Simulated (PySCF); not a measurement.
Compound: C₅H₈FS (doublet state).
Geometry (GFN2-xTB, Å), atoms numbered from 1 in this order:
```
atom  x, y, z in Å
C1    -0.927    0.554   -1.538
C2    -1.135   -0.249   -0.261
C3     0.127   -0.995    0.192
C4     1.174   -0.044    0.706
F5     1.919    0.505   -0.305
C6     1.038    0.679    1.947
S7     2.182   -0.592    2.165
H8    -0.164    1.316   -1.401
H9    -1.853    1.047   -1.825
H10   -0.618   -0.097   -2.353
H11   -1.922   -0.987   -0.424
H12   -1.459    0.415    0.544
H13    0.544   -1.569   -0.638
H14   -0.133   -1.684    0.998
H15    1.224    1.709    2.172
```

The hyperfine couplings belong to this conformer and change with its torsions.

The species is `CCC[C@@]1(F)[CH]S1` [radical].

Level of theory: UKS B3LYP, pcH-1 on C F H S, non-relativistic, mean-field spin-orbit, GIAO (PySCF 2.14.0). Isolated species at its GFN2-xTB geometry (one conformer only). A GFN2-xTB geometry isn't a minimum of the functional, and hyperfine couplings can be far from their values at a DFT geometry. The SCF solution wasn't tested for stability.

What is the g tensor, term by term?

| Δg (ppt) | 1 | 2 | 3 |
| --- | --- | --- | --- |
| relativistic mass correction | -0.19 | -0.19 | -0.19 |
| gauge correction | 0.00 | 0.05 | 0.03 |
| orbital Zeeman/spin–orbit | -0.19 | 3.51 | 8.57 |
| total | -0.38 | 3.38 | 8.41 |

So g = 2.00194, 2.00570, 2.01073 and g_iso = 2.00613; the tensor is rhombic: the two nearest values differ by 43 % of g3 − g1. 

Average each term over the three axes. Which is largest in size?

The orbital-Zeeman/spin–orbit term 3.96, the mass correction -0.19 and the gauge correction 0.03 ppt, for a total of 3.81 ppt. The orbital-Zeeman/spin–orbit term is the largest in size. The mass correction is the same along every axis, so the anisotropy comes from the other two: their spans along these axes are 0.05 (gauge) and 8.76 ppt (orbital Zeeman/spin–orbit).

What effective moment and Curie constant follow for a powder?

With the mean of g² = 4.0246 and S(S+1) = 0.75: μ_eff = √(⟨g²⟩S(S+1)) = 1.737 μB and χT = 0.12505·⟨g²⟩·S(S+1) = 0.377 cm³ K/mol (cgs; spin-Hamiltonian part alone).

In a frozen sample, at which fields do the three g values resonate at 9.5, 34, 94 and 263 GHz (hyperfine left aside), and which band first spreads them over more than twice a line width of 0.3 mT?

```tsv
band	GHz	B(g3) mT	B(g2) mT	B(g1) mT	spread mT
X	9.5	337.57	338.41	339.05	1.48
Q	34.0	1208.13	1211.16	1213.43	5.30
W	94.0	3340.12	3348.50	3354.78	14.66
J	263.0	9345.23	9368.68	9386.25	41.02
```

The spread grows in proportion to the frequency. X band is the first where it exceeds 0.6 mT.

Largest spin populations (Mulliken): C6 (+0.72) and S7 (+0.32). The angles at C6 add up to 326.0°, so it is pyramidal.

The HOMO–LUMO gaps are 5.41 eV among the α and 5.03 eV among the β orbitals.
